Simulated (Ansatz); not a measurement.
`Br[Si]1(I)C=N1` + H₂ → `Br[SiH]1C=N1` + HI  (hydrogenolysis of the Si–I bond)

Calculated with Ansatz (gas phase, PBE0-D4/def2-TZVP geometries, no zero-point term in ΔE). CCSD(T)/CBS adds triple-zeta CCSD(T) − MP2 to the extrapolated MP2 energy (def2 sets, frozen cores). This one scheme is used for every species. Elements past krypton have def2 core potentials. For Br, I outer-core shells are correlated without core-valence functions, which leaves a few kJ/mol of doubt a bond. Scalar relativity is left out up to krypton.

```json
{"species": "`Br[Si]1(I)C=N1`", "CCSD(T)/CBS(def2) energy (Eh)": "-3253.22074"}
{"species": "H₂", "CCSD(T)/CBS(def2) energy (Eh)": "-1.17544"}
{"species": "`Br[SiH]1C=N1`", "CCSD(T)/CBS(def2) energy (Eh)": "-2956.33657"}
{"species": "HI", "CCSD(T)/CBS(def2) energy (Eh)": "-298.03592"}
```

(1) Work out ΔE.

Largest T1 diagnostic among the species: 0.012.

Results:

(1) ΔE = (-2956.33657) + (-298.03592) − (-3253.22074) − (-1.17544) = 0.02369 Eh = +62.2 kJ/mol.

In def2-TZVPP, CCSD(T) changes the Hartree–Fock value by +21.1 kJ/mol (the triples alone add +6.4 kJ/mol) and MP2 by +38.5 kJ/mol. Leaving LDA and LC-ωPBE aside and taking each functional with its dispersion term where it has one, the values, not all of them listed here, spread over 20.3 kJ/mol, from CAM-B3LYP-D4 to revPBE-D4. The D4 term adds +14.6 kJ/mol with B3LYP and +7.8 kJ/mol with PBE0; it sums over pairs of atoms, weighted by their polarisabilities, and B3LYP, whose exchange is more repulsive, gets the larger term.

B3LYP here is the variant with VWN-RPA as its local correlation; programs differ in this.
